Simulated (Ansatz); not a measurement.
CH$_{4}$AlBFN, relaxed with RKS PBE0-D4/def2-TZVP in Ansatz from a PBE-D4/def2-SVP geometry. The force threshold is 0.005 eV/Å; the program also tests the step.

Charge 0, multiplicity 1. The bonds changed during the relaxation, so this is another structure than the one it started from.

Start:

```xyz
9

B     0.484   -0.764    0.408
C     0.778    0.490   -0.499
F     1.588    0.604   -1.566
N    -0.578   -0.316   -0.662
Al   -0.683    1.152    0.524
H     0.032   -0.348    1.567
H     0.974   -1.869    0.450
H    -0.754   -0.852   -1.513
H    -1.842    1.903    1.291
```

(1) How much energy does the relaxation release, and in how many steps? (An estimate is asked.)

(2) Which bonds change most? (Best estimate.)

(3) Give the relaxed structure. (Best estimate.)

Results:

(1) Ansatz gave: 4.42 kJ/mol, in 8 steps.

(2) The calculation gave: N4–Al5 from 1.890 to 1.844 Å; C2–Al5 from 1.903 to 1.872 Å; B1–Al5 from 2.247 to 2.224 Å; B1–H7 from 1.209 to 1.189 Å.

(3) Computed: 
```xyz
9

B     0.486   -0.765    0.404
C     0.765    0.495   -0.474
F     1.557    0.595   -1.547
N    -0.586   -0.327   -0.644
Al   -0.707    1.109    0.506
H     0.033   -0.363    1.548
H     0.984   -1.845    0.442
H    -0.731   -0.825   -1.505
H    -1.800    1.926    1.269
```
